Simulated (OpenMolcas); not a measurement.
Computed levels of 4s2 4p3 in ions with 33 electrons, in cm-1 above 4S* 3/2.

```
Program             : OpenMolcas
Method              : CASSCF
Basis               : ANO-RCC-VTZP
Scalar Hamiltonian  : DKH2, point nucleus
Spin-orbit coupling : state interaction with AMFI integrals over the reference wave functions, term energies averaged over their components
```

Active space for each ion: 5 electrons in 8 orbitals (4s 4p 5s 5p).

```tsv
Level	Se+	Kr3+
2D* 3/2	16799	21257
2D* 5/2	17461	23019
2P* 1/2	24214	32441
2P* 3/2	24973	34613
```

Q: Estimate 2D* 3/2, 2D* 5/2 for Br2+ from its neighbours Se+ and Kr3+.

A: 2D* 3/2 is another term, which grows about linearly with the charge: (16799 + 21257) / 2 = 19028. The calculation gives 20603, so the estimate is off by -7.6 %.
2D* 5/2 is another term, which grows about linearly with the charge: (17461 + 23019) / 2 = 20240. The calculation gives 21752, so the estimate is off by -7.0 %.

Without dynamic correlation excited terms often stand tens of per cent too high (terms of higher spin than the ground term too low), and those without a measured partner can miss by more than the paired ones (holds for Se+). Active for correlation alone: 5p 5s; no level in the range computed is led by a configuration that fills them, so any true level of that kind is missing (holds for Se+; Kr3+). The run also gave levels led by 4s2 4p2 5p, which use shells meant for correlation; these and all levels above them are left out (holds for Br2+). Only configurations of the active space appear.

* marks odd parity.
